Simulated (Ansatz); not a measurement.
Compare A (`C1O[SiH2]C[SiH2]1`) with its isomer B (`O=CC([SiH3])[SiH3]`).

Gas-phase electronic energies from Ansatz, PBE0-D4/def2-TZVP geometries. CCSD(T)/CBS is the MP2 limit (def2-TZVPP, def2-QZVPP) plus CCSD(T) − MP2 in def2-TZVPP, frozen cores. DFT in def2-TZVPP. B3LYP here is the variant with VWN-RPA as its local correlation; programs differ in this. One conformer a species, not always the lowest.

Q: Which is lower in electronic energy at CCSD(T)/CBS, and by how much? (An estimate is asked.)

A: The calculation gave: A, by 159.4 kJ/mol.

Q: Give E(B) − E(A) in kJ/mol with B2PLYP, CCSD(T)/def2-TZVPP, B3LYP-D4, PBE-D4, B3LYP, ωB97M-V, r2SCAN-D4. (An estimate is asked.)

A: Ansatz gave: B2PLYP 149.8, CCSD(T)/def2-TZVPP 150.3, B3LYP-D4 146.6, PBE-D4 146.4, B3LYP 145.5, ωB97M-V 159.3, r2SCAN-D4 156.5. None reverses the order clearly.

Q: Does the order hold for the free energy at 298.15 K (harmonic terms from PBE0-D4)? (Best estimate.)

A: Ansatz gave: Yes: G(B) − G(A) = +135.6 kJ/mol, for one conformer each. Modes under 60 cm⁻¹, often nearly free rotors, make the harmonic entropy too high.

Largest T1 diagnostic: 0.014.

From r2SCAN to r2SCAN0 (25 % exact exchange), in def2-TZVPP and without D4, E(B) − E(A) moves by +10.1 kJ/mol. At CCSD(T), def2-SVP lies −51.8 kJ/mol from the extrapolated value and def2-TZVPP −9.1 kJ/mol.
